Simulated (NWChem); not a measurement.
SrO; SMILES [Sr]=[O]

```xyz
2

Sr     0.0000     0.0000    -0.3237
O      0.0000     0.0000     1.6286
```
Atoms are numbered in this order, from 1.

All runs: NWChem. Structure relaxed at the PBE0/def2-SVP (def2 core potentials past Kr) level. GIAO values for the isolated, static molecule; σ is the absolute isotropic shielding, δ = σ(reference) − σ with the isolated reference molecule computed at the same levels (17O: water). Spin-orbit effects, on the heavy nuclei and on their neighbours, are missing.

For level PBE/x2c-SVPall-s, scalar ZORA without spin-orbit coupling:

```
Item         Result
-----------  ------
σ Sr1 (ppm)  3168.2
δ O2 (ppm)    783.7
```

Problem. What are these values for level PBE0/x2c-SVPall-s, scalar ZORA without spin-orbit coupling?

Solution. 
| Item | Result |
|---|---|
| σ Sr1 (ppm) | 3253.4 |
| δ O2 (ppm) | 937.5 |
